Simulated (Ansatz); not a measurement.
A series at Ge: from `[Cl][GeH]([Cl])[Cl]`, ligands are replaced one by one, each step taking up H₂O and setting free HCl; n counts the steps. Ansatz, PBE0-D4/def2-TZVP geometries. Each molecule was computed in one conformer, which needn't be the lowest.

| n | molecule | HOMO energy, ωB97M-V/def2-TZVPP (eV) |
| --- | --- | --- |
| 0 | `[Cl][GeH]([Cl])[Cl]` | -11.64 |
| 1 | `[OH][GeH]([Cl])[Cl]` | -11.51 |
| 2 | `[OH][GeH]([OH])[Cl]` | ? |
| 3 | `[OH][GeH]([OH])[OH]` | -11.35 |

Problem. By hand: fit a straight line y = ȳ + b (n − n̄) to the 3 given rows and predict n = 2.

Solution. n̄ = 1.333, ȳ = -11.500; Σ(n − n̄)(y − ȳ) = 0.440, Σ(n − n̄)² = 4.667, so b = 0.094 eV a step. Prediction: -11.500 + (0.094) × (0.667) = -11.44 eV.

Problem. By hand: compare with the computed value, -11.53 eV, and give the steps along the whole series.

Solution. The line misses by -0.09 eV (computed minus predicted). Steps: 0.13, -0.02, 0.18 eV.

The steps change sign along the series, so a line is a poor guide. The highest orbital can change its character along such a series. The miss is 31.0 % of the series' range.
